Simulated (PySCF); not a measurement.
Species: C₃H₁₁FSi₃.
Structure used (GFN2-xTB), in Å, numbered top down from 1:
```xyz
18
C3H11FSi3 angstrom
F     -0.633   -1.537   -1.837
C     -0.631   -1.614   -0.432
Si    -1.850   -0.288    0.224
C     -1.120    1.418   -0.165
Si     0.658    1.686    0.454
C      1.771    0.306   -0.235
Si     1.187   -1.456    0.155
H     -1.012   -2.614   -0.211
H     -3.147   -0.474   -0.439
H     -1.982   -0.504    1.671
H     -1.766    2.189    0.253
H     -1.137    1.562   -1.246
H      1.151    2.998   -0.003
H      0.686    1.660    1.924
H      1.837    0.417   -1.318
H      2.783    0.438    0.145
H      1.195   -1.724    1.598
H      2.001   -2.456   -0.549
```

Level of theory: wB97X-D/def2-SVPD in PySCF (dipole) on a GFN2-xTB geometry, gas phase.

Take the most abundant isotopes and a rigid rotor. The values belong to one conformer with, in the numbering `[F:1][CH:2]1[SiH2:3][CH2:4][SiH2:5][CH2:6][SiH2:7]1`, F1–C2–Si3–C4 -68°, C2–Si3–C4–Si5 -53°, Si3–C4–Si5–C6 55°, C4–Si5–C6–Si7 -55°.

(1) Give the principal moments of inertia and the rotational constants in GHz.

(2) Classify the top.

(3) What does the inertial defect say?

(4) Where do the levels up to J = 2 lie, in MHz?

(5) Predict some low-J microwave lines.

(6) Estimate the classical rotational partition function at 50 K, 100 K and 298.15 K.

## Answers

(1) Ia = 306.16, Ib = 364.32, Ic = 546.24 u·Å²; 505379 MHz·u·Å²/I gives 1651, 1387 and 925.2 MHz, that is A = 1.6507, B = 1.3872, C = 0.9252 GHz.

(2) An asymmetric top; Ray's κ = 0.274.

(3) Not planar: Δ = Ic − Ia − Ib = -124.23 u·Å². For a rigid frame Δ = −2 Σ m c², so Σ m c² = 62.12 u·Å² lies off the ab plane: 15.69 from hydrogen and 46.43 from heavier atoms. The atom farthest from that plane is 1.98 Å away.

(4) Above 0(0,0):
J = 1: 1(0,1) 2312, 1(1,1) 2576, 1(1,0) 3038
J = 2: 2(0,2) 6654, 2(1,2) 6739, 2(1,1) 8125, 2(2,1) 8915, 2(2,0) 9198
Those of J = 1 are B + C, A + C and A + B.

(5) The dipole components are |μa| = 0.84 D, |μb| = 0.00 D, |μc| = 0.65 D; the mirror of this Cs structure is the ac plane, so μb vanishes by symmetry and there are no b-type lines. Intensities carry the squares of the components, which stand as 1.00 : 0.60 (a : c). Some lines, for components of 0.1 D or more:

| type | branch | J(Ka,Kc) | MHz | lower level (cm⁻¹) |
| --- | --- | --- | --- | --- |
| c | Q | 2(2,1) ← 2(1,1) | 791 | 0.271 |
| c | Q | 5(4,2) ← 5(3,2) | 1786 | 1.390 |
| a | R | 1(0,1) ← 0(0,0) | 2312 | 0.000 |
| c | Q | 5(5,1) ← 5(4,1) | 3540 | 1.462 |
| a | Q | 4(1,3) ← 4(1,4) | 3930 | 0.694 |
| a | R | 2(1,2) ← 1(1,1) | 4163 | 0.086 |
| a | R | 2(0,2) ← 1(0,1) | 4342 | 0.077 |
| a | R | 2(1,1) ← 1(1,0) | 5087 | 0.101 |
| c | R | 2(2,0) ← 1(1,0) | 6161 | 0.101 |
| c | R | 2(2,1) ← 1(1,1) | 6339 | 0.086 |
| a | R | 3(2,2) ← 2(2,1) | 6937 | 0.297 |
| c | R | 3(1,2) ← 2(0,2) | 8820 | 0.222 |
| c | R | 3(2,2) ← 2(1,2) | 9114 | 0.225 |
| a | R | 4(1,3) ← 3(1,2) | 9268 | 0.516 |
| a | R | 4(3,2) ← 3(3,1) | 9601 | 0.616 |
| c | R | 4(1,3) ← 3(0,3) | 11923 | 0.428 |
| a | R | 5(4,2) ← 4(4,1) | 12169 | 1.043 |
| c | R | 4(3,2) ← 3(2,2) | 12219 | 0.529 |
| a | R | 5(2,3) ← 4(2,2) | 12362 | 0.905 |
| c | R | 4(4,0) ← 3(3,0) | 12726 | 0.621 |
| c | R | 4(4,1) ← 3(3,1) | 12807 | 0.616 |
| c | R | 5(2,4) ← 4(1,4) | 15003 | 0.694 |
| c | R | 5(4,2) ← 4(3,2) | 15376 | 0.936 |
| c | R | 5(5,0) ← 4(4,0) | 16050 | 1.045 |

(6) Point group Cs, symmetry number σ = 1; q = (√π/σ)·√((kT/h)³/(ABC)), k/h = 20836.6 MHz/K: 40900 at 50 K, 116000 at 100 K, 596000 at 298.15 K.

No frequency check. These are rigid-rotor constants of the computed structure; measured ground-state constants (B0) also hold zero-point vibration.
